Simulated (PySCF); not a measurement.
A structure optimised at B3LYP-D3(BJ)/def2-SVPD, used in a PySCF frequency run:

```
Pb
I 1 2.9948
I 1 2.9948 2 101.69
I 1 2.9948 2 101.69 3 -104.71
```
Charge -1, spin multiplicity 1.

Task: Write its SMILES, formula and point group.

Result: [I][Pb-]([I])[I], I3Pb, C3v

Task: What are its rotational constants (standard atomic weights)?

Result: 0.31441, 0.31441, 0.18461 GHz
